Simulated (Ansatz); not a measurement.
`Sc1ccc(-c2ccc(-c3ccc(-c4ccc(S)[se]4)[se]3)[se]2)[se]1`. Total charge 0; singlet. Geometry PBE-D4/def2-SVP; atoms count from 1.

| atom | x (Å) | y (Å) | z (Å) |
| --- | --- | --- | --- |
| S1 | -0.8111 | -8.7772 | -2.1587 |
| C2 | -0.8651 | -7.0214 | -2.0718 |
| C3 | -1.4538 | -6.1074 | -2.9315 |
| C4 | -1.2977 | -4.7431 | -2.5589 |
| C5 | -0.5804 | -4.4966 | -1.3937 |
| C6 | -0.2561 | -3.2464 | -0.7669 |
| C7 | 0.4945 | -3.0077 | 0.3839 |
| C8 | 0.6413 | -1.6519 | 0.7620 |
| C9 | 0.0183 | -0.7139 | -0.0610 |
| C10 | -0.0131 | 0.7145 | 0.0571 |
| C11 | -0.6395 | 1.6523 | -0.7635 |
| C12 | -0.4935 | 3.0080 | -0.3846 |
| C13 | 0.2597 | 3.2467 | 0.7644 |
| C14 | 0.5822 | 4.4967 | 1.3927 |
| C15 | 1.2974 | 4.7428 | 2.5593 |
| C16 | 1.4487 | 6.1067 | 2.9352 |
| C17 | 0.8593 | 7.0208 | 2.0761 |
| S18 | 0.7979 | 8.7762 | 2.1680 |
| Se19 | 0.0182 | 6.1480 | 0.6277 |
| Se20 | 0.8779 | 1.6013 | 1.4822 |
| Se21 | -0.8691 | -1.6006 | -1.4883 |
| Se22 | -0.0173 | -6.1478 | -0.6277 |
| H23 | -1.5904 | -8.8730 | -3.2730 |
| H24 | -1.9981 | -6.4172 | -3.8358 |
| H25 | -1.7168 | -3.9223 | -3.1613 |
| H26 | 0.9472 | -3.8299 | 0.9592 |
| H27 | 1.2128 | -1.3480 | 1.6523 |
| H28 | -1.2139 | 1.3483 | -1.6519 |
| H29 | -0.9498 | 3.8300 | -0.9574 |
| H30 | 1.7169 | 3.9218 | 3.1612 |
| H31 | 1.9888 | 6.4162 | 3.8421 |
| H32 | 1.6046 | 8.8742 | 3.2624 |

Single mean-field runs in def2-TZVP are fitted with def2-universal-jkfit.

Q: Estimate the Mulliken populations of the heavy atoms from the PBE0/def2-TZVP orbitals of Ansatz.

A: 
| atom | charge (e) |
| --- | --- |
| S1 | -0.16 |
| C2 | -0.01 |
| C3 | -0.20 |
| C4 | -0.17 |
| C5 | -0.08 |
| C6 | 0.02 |
| C7 | -0.14 |
| C8 | -0.17 |
| C9 | -0.02 |
| C10 | -0.02 |
| C11 | -0.17 |
| C12 | -0.14 |
| C13 | 0.02 |
| C14 | -0.08 |
| C15 | -0.17 |
| C16 | -0.20 |
| C17 | -0.01 |
| S18 | -0.16 |
| Se19 | 0.14 |
| Se20 | 0.11 |
| Se21 | 0.11 |
| Se22 | 0.14 |
Mulliken values depend strongly on the basis.

Q: And the Mayer bond orders between heavy atoms (over 0.3)?

A: S1–C2 1.11 (1.76 Å); C2–C3 1.57 (1.39 Å); C2–Se22 1.16 (1.89 Å); C3–C4 1.30 (1.42 Å); C4–C5 1.49 (1.39 Å); C5–C6 1.07 (1.44 Å); C5–Se22 1.21 (1.91 Å); C6–C7 1.42 (1.39 Å); C6–Se21 1.21 (1.90 Å); C7–C8 1.32 (1.42 Å); C8–C9 1.42 (1.39 Å); C9–C10 1.08 (1.43 Å); C9–Se21 1.22 (1.90 Å); C10–C11 1.42 (1.39 Å); C10–Se20 1.22 (1.90 Å); C11–C12 1.32 (1.42 Å); C12–C13 1.42 (1.39 Å); C13–C14 1.07 (1.44 Å); C13–Se20 1.21 (1.90 Å); C14–C15 1.49 (1.39 Å); C14–Se19 1.21 (1.91 Å); C15–C16 1.30 (1.42 Å); C16–C17 1.57 (1.39 Å); C17–S18 1.11 (1.76 Å); C17–Se19 1.16 (1.89 Å).
